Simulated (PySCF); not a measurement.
## Radial density of Si (silicon, neutral)

UHF, [Ne] 3s1 3p2 4s1, high-spin 5P determinant (an excited configuration). Computed with PySCF 2.14 in aug-cc-pVQZ-DK (7s6p4d3f2g, 84 functions), with the spin-free X2C one-electron Hamiltonian (Gaussian nucleus).

```csv
r (bohr),4πr²ρ (e/bohr),4πr²(ρα − ρβ)
0.00179,0.07915,0.0002
0.00301,0.2081,0.0006
0.00506,0.5380,0.0015
0.00851,1.345,0.0039
0.0143,3.167,0.0091
0.0241,6.721,0.0192
0.0405,11.93,0.0333
0.0682,15.75,0.0417
0.115,13.47,0.0425
0.193,9.638,0.1156
0.324,13.28,0.2820
0.546,12.16,0.1146
0.918,3.497,0.1664
1.54,1.515,1.3619
2.60,1.079,1.0789
4.37,0.2869,0.2869
7.34,0.1616,0.1616
12.4,0.002369,0.0024
```

Densities and radii are taken from the X2C orbitals without a picture-change correction, which distorts them close to the nucleus.

The outer electron is Rydberg-like, and this basis confines it to a smaller radius and binds it less than a complete one would.
